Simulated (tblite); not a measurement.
Species: C7H12N (doublet state).
SMILES with atom numbers: `[CH:1]1[CH2:2][CH2:3][C@@H:4]1[N:5]1[CH2:6][CH2:7][CH2:8]1` (hydrogens: H9 on C1; H10, H11 on C2; H12, H13 on C3; H14 on C4; H15, H16 on C6; H17, H18 on C7; H19, H20 on C8)

Structure used (GFN2-xTB), in Å, numbered top down from 1:
```
atom  x, y, z in Å
C1     1.7205    0.2581    0.7411
C2     2.7019    0.2993   -0.3716
C3     1.6363   -0.3488   -1.2754
C4     0.6806   -0.4350   -0.0606
N5    -0.5762    0.2575   -0.2195
C6    -1.3572    0.5762    0.9775
C7    -2.6335    0.1754    0.2290
C8    -1.7065   -0.4579   -0.8137
H9     1.6428    0.8393    1.6382
H10    3.6001   -0.3087   -0.2226
H11    3.0320    1.2987   -0.6728
H12    1.9118   -1.3021   -1.7204
H13    1.2541    0.3188   -2.0420
H14    0.4997   -1.4818    0.2675
H15   -1.1374   -0.0736    1.8334
H16   -1.2640    1.6194    1.2836
H17   -3.1917    1.0255   -0.1532
H18   -3.3055   -0.5012    0.7508
H19   -1.6357   -1.5503   -0.7221
H20   -1.8774   -0.1980   -1.8599
```

Method: GFN2-xTB as coded in tblite; computed harmonic values from a numerical Hessian at the method's own geometry, unscaled. Errors from tens to a few hundred cm⁻¹ against measured bands are possible. One conformer, not necessarily the lowest. Open shells enter through the occupations alone, without spin polarisation, and single modes of such species can be off by tens of per cent.

Harmonic wavenumbers (cm⁻¹): 47.6, 85.1, 126.4, 170.8, 253.1, 322.2, 358.4, 454.7, 635.4, 756.3, 776.2, 814.4, 847.4, 903.1, 963.5, 988.9, 997.1, 1021.5, 1032.2, 1058.1, 1069.8, 1075.1, 1114.7, 1120.3, 1134.9, 1153.1, 1172.7, 1173.6, 1193.5, 1211.1, 1225.8, 1237.8, 1244.8, 1256.6, 1260.1, 1278.3, 1293.8, 1444.6, 1463.5, 1466.5, 1480.3, 1493.2, 2674.4, 2867.6, 2885.4, 2887.9, 2926.6, 2963.6, 2966.5, 3012.1, 3019.8, 3032.4, 3038.6, 3142.4.

A = 5625, B = 1309, C = 1137 MHz; mass 110.097 u (most abundant isotopes); point group C1, symmetry number 1; spin multiplicity 2.

Task: What is the zero-point energy?

Result: ½Σν̃ = 37797 cm⁻¹ = 452.15 kJ/mol.

Task: Entropy at 350 K, 1 bar (ideal gas, RRHO, classical rotation)?

Result: Translation 170.82, rotation 119.33, vibration 109.41, spin (R ln 2) 5.76: S = 405.3 J/(mol K).

Task: And Cp and H(350 K) − H(0)?

Result: Cp = 160.07 J/(mol K), of which vibrations give 126.81 (their classical limit is 54 R = 449.0); H(350 K) − H(0) = 31.87 kJ/mol without the zero-point energy, 20.23 from vibrations.

Task: How do the functions run with temperature in this model?

Result: 
```
T (K)  S (J/(mol K))  Cp (J/(mol K))  H − H(0) (kJ/mol)  G − H(0) (kJ/mol)  ln q(vib)
  100          282.0            66.9               4.97             -23.23       1.36
  200          336.7            95.0              13.02             -54.32       3.31
  300          382.5           136.3              24.47             -90.29       5.23
  500          473.9           226.1              61.01            -175.94       9.30
  800          601.4           314.9             143.41            -337.68      15.87
 1000          675.9           352.7             210.38            -465.55      20.20
```

q(vib) and H(0) count from the zero-point level.

Task: Blend soft modes into free rotors: weight 1/[1 + (100 cm⁻¹/ν̃)⁴] for the oscillator and the rest for a rotor with moment μB/(μ + B), μ = h/(8π²ν), B = 10⁻⁴⁴ kg m². What vibrational entropy results?

Result: 100.32 J/(mol K) in place of 109.41, which changes −T·S at 350 K by +3.18 kJ/mol.

Hindered rotation and anharmonicity are outside this model. Other conformers, if any are populated, would add a mixing term that is left out. The structure is chiral; the term R ln 2 for an equal mix with its mirror image is left out.
